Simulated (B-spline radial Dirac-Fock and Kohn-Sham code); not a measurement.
## The free zirconium atom: differential elastic cross section for electrons at 4.42 keV

Calculated with a B-spline atomic structure program, using relativistic (Dirac) partial waves in the static field of the Dirac-Fock atom with Furness-McCarthy exchange, without polarisation or absorption potentials.

```
θ (°)  dσ/dΩ (Å²/sr)  Sherman function
    0            103             0.000
  0.5           97.9             0.000
    1           84.2             0.000
    2           50.6             0.000
    4           15.3             0.000
    8           2.68             0.000
   12          0.814             0.000
   16          0.351            -0.001
   24          0.102            -0.001
   32         0.0445             0.002
   45         0.0179             0.013
   60        0.00837             0.019
   75        0.00492             0.001
   90        0.00350            -0.034
  105        0.00291            -0.061
  120        0.00270            -0.068
  135        0.00267            -0.059
  150        0.00270            -0.041
  165        0.00274            -0.021
  180        0.00276             0.000
```

The total elastic cross section is 1.20 Å², the first transport cross section 0.0608 Å² and the second, weighted with (3/2) sin²θ, 0.102 Å². The mean deflection is ⟨1 − cos θ⟩ = 0.0508, and 1.5 % of the collisions scatter beyond 90°.

On this grid of angles the cross section has a minimum near 135°.
